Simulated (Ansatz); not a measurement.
Ansatz (a program for electronic structure) input for Ga(Me)(AsH2) (CH5AsGa), SMILES [CH3][Ga][AsH2], multiplicity 2, PBE-D3(BJ)/def2-SVP. 

Ansatz 0.2 input:
```yaml
crystal:
  periodic: [false, false, false]
  atoms:
    - {symbol: Ga, position_ang: [-0.71386863, 0.82711161, 0.03220822]}
    - {symbol: C, position_ang: [-0.50213658, 1.68218288, -1.78918475]}
    - {symbol: H, position_ang: [-1.24217482, 2.47363941, -1.97569151]}
    - {symbol: H, position_ang: [-0.59771123, 0.90126972, -2.56264040]}
    - {symbol: H, position_ang: [0.51173587, 2.11343032, -1.85350861]}
    - {symbol: As, position_ang: [0.80306850, -1.13934647, 0.45929022]}
    - {symbol: H, position_ang: [0.03210528, -1.92053759, -0.61407672]}
    - {symbol: H, position_ang: [-0.06246869, -1.70292538, 1.58599336]}
basis:
  gaussian:
    orbitals: def2-SVP
hamiltonian:
  xc: pbe
  dispersion: d3bj
magnetization: {spin_polarized: true, initial_magnetization: 1}
relax: {f_tol: 0.002, max_steps: 200}
```

Program output:

```
WARN ansatz: RAYON_NUM_THREADS=1 ignored (pool sized by the plan → 1); use --threads N
Functional definition: PBE
integrals: 0.05 GiB planned
1166 factors; their error is unknown
mean field: 0.34 GiB planned
mean field evaluation 1: about -114294.3968 eV, gradient 4.4e1 eV
mean field evaluation 2: about -114266.3109 eV, gradient 7.3e1 eV
mean field evaluation 4: about -114302.9181 eV, gradient 9.8e0 eV
mean field evaluation 8: about -114303.5997 eV, gradient 2.2e-1 eV
mean field evaluation 16: about -114303.5344 eV, gradient 2.2e-4 eV
mean field -114303.53441544 eV, -4200.5774120492 hartree, gradient 1.1e-5 eV, S^2 0.751748; 0 other end points of the search recorded, 0 dependent functions left out
the calculation of the forces begins
reference -114303.53445062 eV, -4200.5774133420 hartree; 38, 37 occupied and 65, 66 virtual orbitals, 1166 factors
relax step   1: F+E_penalty+E_count = -114303.68905336 eV  Δ(F+E_penalty+E_count) = +0.000e0 eV  max|allowed force component| = 2.127e-1 eV/Å  Δτ_max = 0.0000 Å  (32 SCF iters, accepted)
these checks for a lower state are left out or cut short: starts, cluster_reference, orbital_swaps, neighbouring_geometries, increment
integrals: 0.05 GiB planned
1166 factors; their error is unknown
mean field: 0.35 GiB planned
mean field -114303.53904279 eV, -4200.5775821010 hartree, gradient 1.1e-5 eV, S^2 0.751718; 0 other end points of the search recorded, 0 dependent functions left out
the calculation of the forces begins
reference -114303.53907796 eV, -4200.5775833936 hartree; 38, 37 occupied and 65, 66 virtual orbitals, 1166 factors
relax step   2: F+E_penalty+E_count = -114303.69387709 eV  Δ(F+E_penalty+E_count) = -4.824e-3 eV  max|allowed force component| = 7.367e-2 eV/Å  Δτ_max = 0.0141 Å  (32 SCF iters, accepted)
these checks for a lower state are left out or cut short: starts, cluster_reference, orbital_swaps, neighbouring_geometries, increment
integrals: 0.05 GiB planned
1166 factors; their error is unknown
mean field: 0.35 GiB planned
mean field evaluation 32: about -114303.5395 eV, gradient 1.8e-5 eV
mean field -114303.53952792 eV, -4200.5775999294 hartree, gradient 1.2e-5 eV, S^2 0.751721; 0 other end points of the search recorded, 0 dependent functions left out
the calculation of the forces begins
reference -114303.53956310 eV, -4200.5776012222 hartree; 38, 37 occupied and 65, 66 virtual orbitals, 1166 factors
relax step   3: F+E_penalty+E_count = -114303.69421678 eV  Δ(F+E_penalty+E_count) = -3.397e-4 eV  max|allowed force component| = 1.767e-2 eV/Å  Δτ_max = 0.0086 Å  (32 SCF iters, accepted)
these checks for a lower state are left out or cut short: starts, cluster_reference, orbital_swaps, neighbouring_geometries, increment
integrals: 0.05 GiB planned
1166 factors; their error is unknown
mean field: 0.34 GiB planned
mean field -114303.53924834 eV, -4200.5775896550 hartree, gradient 1.2e-5 eV, S^2 0.751713; 0 other end points of the search recorded, 0 dependent functions left out
the calculation of the forces begins
reference -114303.53928358 eV, -4200.5775909501 hartree; 38, 37 occupied and 65, 66 virtual orbitals, 1166 factors
relax step   4: F+E_penalty+E_count = -114303.69383323 eV  Δ(F+E_penalty+E_count) = +3.836e-4 eV  max|allowed force component| = 3.611e-2 eV/Å  Δτ_max = 0.0239 Å  (31 SCF iters, rejected (line search))
these checks for a lower state are left out or cut short: starts, cluster_reference, orbital_swaps, neighbouring_geometries, increment
integrals: 0.05 GiB planned
1166 factors; their error is unknown
mean field: 0.35 GiB planned
mean field -114303.53968038 eV, -4200.5776055321 hartree, gradient 1.2e-5 eV, S^2 0.751717; 0 other end points of the search recorded, 0 dependent functions left out
the calculation of the forces begins
reference -114303.53971558 eV, -4200.5776068257 hartree; 38, 37 occupied and 65, 66 virtual orbitals, 1166 factors
relax step   5: F+E_penalty+E_count = -114303.69432754 eV  Δ(F+E_penalty+E_count) = -1.108e-4 eV  max|allowed force component| = 4.031e-3 eV/Å  Δτ_max = 0.0119 Å  (32 SCF iters, accepted)
these checks for a lower state are left out or cut short: starts, cluster_reference, orbital_swaps, neighbouring_geometries, increment
integrals: 0.05 GiB planned
1166 factors; their error is unknown
mean field: 0.34 GiB planned
mean field -114303.53966056 eV, -4200.5776048035 hartree, gradient 1.3e-5 eV, S^2 0.751716; 0 other end points of the search recorded, 0 dependent functions left out
the calculation of the forces begins
reference -114303.53969576 eV, -4200.5776060973 hartree; 38, 37 occupied and 65, 66 virtual orbitals, 1166 factors
relax step   6: F+E_penalty+E_count = -114303.69433416 eV  Δ(F+E_penalty+E_count) = -6.617e-6 eV  max|allowed force component| = 3.921e-3 eV/Å  Δτ_max = 0.0031 Å  (26 SCF iters, accepted)
these checks for a lower state are left out or cut short: starts, cluster_reference, orbital_swaps, neighbouring_geometries, increment
integrals: 0.05 GiB planned
1166 factors; their error is unknown
mean field: 0.34 GiB planned
mean field -114303.53967748 eV, -4200.5776054256 hartree, gradient 1.6e-5 eV, S^2 0.751716; 0 other end points of the search recorded, 0 dependent functions left out
the calculation of the forces begins
reference -114303.53971269 eV, -4200.5776067196 hartree; 38, 37 occupied and 65, 66 virtual orbitals, 1166 factors
relax step   7: F+E_penalty+E_count = -114303.69433905 eV  Δ(F+E_penalty+E_count) = -4.893e-6 eV  max|allowed force component| = 2.537e-3 eV/Å  Δτ_max = 0.0025 Å  (25 SCF iters, accepted)
these checks for a lower state are left out or cut short: starts, cluster_reference, orbital_swaps, neighbouring_geometries, increment
integrals: 0.05 GiB planned
1166 factors; their error is unknown
mean field: 0.34 GiB planned
mean field evaluation 64: about -114303.5397 eV, gradient 2.6e-5 eV
mean field -114303.53968511 eV, -4200.5776057057 hartree, gradient 2.3e-5 eV, S^2 0.751715; 0 other end points of the search recorded, 0 dependent functions left out
the calculation of the forces begins
reference -114303.53972032 eV, -4200.5776069998 hartree; 38, 37 occupied and 65, 66 virtual orbitals, 1166 factors
relax step   8: F+E_penalty+E_count = -114303.69434047 eV  Δ(F+E_penalty+E_count) = -1.421e-6 eV  max|allowed force component| = 6.093e-4 eV/Å  Δτ_max = 0.0016 Å  (25 SCF iters, accepted)
these checks for a lower state are left out or cut short: starts, cluster_reference, orbital_swaps, neighbouring_geometries, increment
integrals: 0.05 GiB planned
1166 factors; their error is unknown
mean field: 0.34 GiB planned
mean field -114303.53969601 eV, -4200.5776061065 hartree, gradient 2.2e-5 eV, S^2 0.751715; 0 other end points of the search recorded, 0 dependent functions left out
the calculation of the forces begins
reference -114303.53973123 eV, -4200.5776074008 hartree; 38, 37 occupied and 65, 66 virtual orbitals, 1166 factors
relax step   9: F+E_penalty+E_count = -114303.69434185 eV  Δ(F+E_penalty+E_count) = -1.375e-6 eV  max|allowed force component| = 2.006e-3 eV/Å  Δτ_max = 0.0038 Å  (25 SCF iters, accepted)
these checks for a lower state are left out or cut short: starts, cluster_reference, orbital_swaps, neighbouring_geometries, increment
integrals: 0.05 GiB planned
1166 factors; their error is unknown
mean field: 0.34 GiB planned
mean field -114303.53969543 eV, -4200.5776060850 hartree, gradient 1.6e-5 eV, S^2 0.751715; 0 other end points of the search recorded, 0 dependent functions left out
the calculation of the forces begins
reference -114303.53973065 eV, -4200.5776073793 hartree; 38, 37 occupied and 65, 66 virtual orbitals, 1166 factors
relax step  10: F+E_penalty+E_count = -114303.69434236 eV  Δ(F+E_penalty+E_count) = -5.086e-7 eV  max|allowed force component| = 2.167e-3 eV/Å  Δτ_max = 0.0015 Å  (24 SCF iters, accepted)
these checks for a lower state are left out or cut short: starts, cluster_reference, orbital_swaps, neighbouring_geometries, increment
integrals: 0.05 GiB planned
1166 factors; their error is unknown
mean field: 0.34 GiB planned
mean field -114303.53969317 eV, -4200.5776060020 hartree, gradient 1.5e-5 eV, S^2 0.751715; 0 other end points of the search recorded, 0 dependent functions left out
the calculation of the forces begins
reference -114303.53972839 eV, -4200.5776072963 hartree; 38, 37 occupied and 65, 66 virtual orbitals, 1166 factors
relax step  11: F+E_penalty+E_count = -114303.69434318 eV  Δ(F+E_penalty+E_count) = -8.203e-7 eV  max|allowed force component| = 1.722e-3 eV/Å  Δτ_max = 0.0038 Å  (25 SCF iters, accepted)
integrals: 0.05 GiB planned
1166 factors; their error is unknown
mean field: 0.34 GiB planned
mean field evaluation 96: about -114303.6053 eV, gradient 4.5e-2 eV
mean field -114303.53969317 eV, -4200.5776060020 hartree, gradient 1.6e-5 eV, S^2 0.751715; 1 other end points of the search recorded, 0 dependent functions left out
the calculation of the forces begins
reference -114303.53972839 eV, -4200.5776072963 hartree; 38, 37 occupied and 65, 66 virtual orbitals, 1166 factors
Total energy: -114303.69437840 eV, -4200.5832905793 hartree
Atom 0 at    -0.685983     0.817751     0.031512 Å, force    -0.000433    -0.000144     0.000365 eV/Å
Atom 1 at    -0.500714     1.678034    -1.788172 Å, force     0.000803     0.001722     0.000065 eV/Å
Atom 2 at    -1.262853     2.460076    -1.967599 Å, force     0.000162    -0.000999    -0.000312 eV/Å
Atom 3 at    -0.582704     0.893820    -2.569911 Å, force    -0.000234     0.000333    -0.000072 eV/Å
Atom 4 at     0.510066     2.134128    -1.853790 Å, force    -0.000551    -0.000546    -0.000226 eV/Å
Atom 5 at     0.817756    -1.147412     0.461257 Å, force    -0.000368    -0.000791     0.000459 eV/Å
Atom 6 at     0.012295    -1.907871    -0.616847 Å, force     0.000098     0.000157     0.000191 eV/Å
Atom 7 at    -0.079314    -1.693702     1.585939 Å, force     0.000523     0.000267    -0.000470 eV/Å
Dipole moment:    -0.092572     0.113988    -0.138174 e Å
```

The calculation finished and met its thresholds.

Cost: about 80 core-seconds (a rough figure).
